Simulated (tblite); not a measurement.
C3H6NO (SMILES [CH2]N(C)C=O), doublet, geometry from GFN2-xTB; IPEA1-xTB run with tblite.

tblite was given this input:
```
$ tblite run mol.xyz --method ipea1 --charge 0 --spin 1 --json tblite.json --no-restart

# file mol.xyz
11

C     -0.57340588    -1.04248401    -0.84747629
N      0.22580332    -0.27232099    -0.07484776
C      1.57408486    -0.72022017     0.18317111
C     -0.22793319     0.90634106     0.45338122
O     -1.34568634     1.34977580     0.28262936
H     -0.19354223    -1.95873990    -1.24751590
H     -1.57037703    -0.70052078    -1.03182152
H      1.56102399    -1.68796428     0.68836733
H      2.08952465     0.00057103     0.81554840
H      2.12384536    -0.82477924    -0.75424729
H      0.53791799     1.41765245     1.05811220
```

Task: What does tblite print? Leave out banner, timings and long lists.

Result: 
```
xTB calculator
 | screened Coulomb repulsion
 | Coulomb electrostatics
 |  * isotropic Klopman-Ohno-Mataga-Nishimoto electrostatics
 |  * onsite third-order electrostatics
 | DFT-D3(BJ) dispersion correction

halogen bonding energy    0.0000000000000E+00 Eh
repulsion energy          2.7115529790012E-01 Eh
dispersion energy        -3.2900142759501E-03 Eh
number of electrons       2.9000000000000E+01 e
integral cutoff           4.0000000000000E+01 bohr

------------------------------------------------------------
  cycle        total energy    energy error   density error
------------------------------------------------------------
      1     -18.77915999762  -1.9047025E+01   5.1100239E-01
      2     -18.91181514437  -1.3265515E-01   3.4509696E-01
      3     -18.92010854135  -8.2933970E-03   2.2347105E-01
      4     -19.07740846635  -1.5729993E-01   2.5685296E-02
      5     -19.08063009923  -3.2216329E-03   8.0416904E-03
      6     -19.08090621376  -2.7611453E-04   2.5378266E-03
      7     -19.08093120605  -2.4992285E-05   1.2006421E-03
      8     -19.08093611291  -4.9068584E-06   5.7406932E-04
      9     -19.08093668854  -5.7563074E-07   6.9104119E-05
     10     -19.08093668923  -6.9179862E-10   3.2765910E-05
     11     -19.08093669647  -7.2451627E-09   6.0640899E-06
------------------------------------------------------------

electronic energy        -1.9348801980098E+01 Eh
total energy             -1.9080936696474E+01 Eh

Post processing:
 | Mayer-Wiberg bond orders

[Info] JSON dump of results written to 'tblite.json'
```
